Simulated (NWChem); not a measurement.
Species: C₄H₆O; SMILES CC1=CCO1

```xyz
11

C      0.0494     1.8927     0.0143
C     -0.1107     0.4178     0.0013
C     -1.0433    -0.5273    -0.2017
C      0.0365    -1.5459     0.0685
O      0.9728    -0.4218     0.2693
H      0.3933     2.2370     0.9975
H      0.7970     2.2084    -0.7239
H     -0.9010     2.3822    -0.2166
H     -2.0936    -0.5567    -0.4475
H     -0.0398    -2.1407     0.9845
H      0.3709    -2.1698    -0.7669
```
Atoms are numbered in this order, from 1.

Program: NWChem. Pople sets run with spherical d functions. Geometry: optimised at B3LYP/6-31G* (spherical d). Level: B3LYP/6-31G* with SMD (1 M gas to 1 M solution), gas-phase geometry.

Estimate the computed values for solvent toluene. Quantities: solvation free energy (kcal/mol); cavity-dispersion-structure term (kcal/mol); dipole in solution (D).


| Property | Value |
|---|---|
| solvation free energy (kcal/mol) | -4.1 |
| cavity-dispersion-structure term (kcal/mol) | -2.3 |
| dipole in solution (D) | 1.27 |
